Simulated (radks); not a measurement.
Values are calculated unless marked as measured or tabulated.
All-electron atom: I IV in [Kr] 4d10 5s2 5p2. Level of theory: non-relativistic Kohn-Sham, BP86, spin-polarised, spherical densities, point nucleus; open shells are filled with parallel spins first (spin-orbit coupling, left out, can overturn this in heavy ions); relativity is left out, which matters for an element this heavy (a radial shooting solver on a logarithmic mesh with Libxc functionals). Some entries of the table are withheld. Estimate them.

orbital  occ.  eigenvalue (eV)  <r^2> (bohr^2)  <r> (bohr)
1s up       1        -31685.43        0.001100     0.02868
1s down     1        -31685.35        0.001100     0.02868
2s up       1        -4801.142         0.01790      0.1235
2s down     1        -4801.105         0.01790      0.1235
2p up       3        -4513.875         0.01343      0.1051
2p down     3        -4513.806         0.01343      0.1051
3s up       1        -992.7064          0.1226      0.3279
3s down     1        -992.6332          0.1226      0.3279
3p up       3        -871.8983          0.1173      0.3183
3p down     3        -871.8140          0.1173      0.3183
3d up       5        -647.3092         0.09860      0.2889
3d down     5        -647.2299         0.09859      0.2889
4s up       1        -199.0065          0.6684      0.7694
4s down     1        -198.8283          0.6678      0.7692
4p up       3        -156.7388             (1)      0.8040
4p down     3        -156.5451             (2)      0.8034
4d up       5         -84.6775             (3)      0.9114
4d down     5         -84.3796             (4)      0.9078
5s up       1         -45.5008           4.014       1.896
5s down     1         -43.6732           4.001       1.890
5p up       2         -35.0731           5.050         (5)
5p down     0         -33.1869           5.116         (6)

Answer. 
(1) 4p up <r^2> (bohr^2): 0.7361
(2) 4p down <r^2> (bohr^2): 0.7346
(3) 4d up <r^2> (bohr^2): 0.9700
(4) 4d down <r^2> (bohr^2): 0.9607
(5) 5p up <r> (bohr): 2.123
(6) 5p down <r> (bohr): 2.133
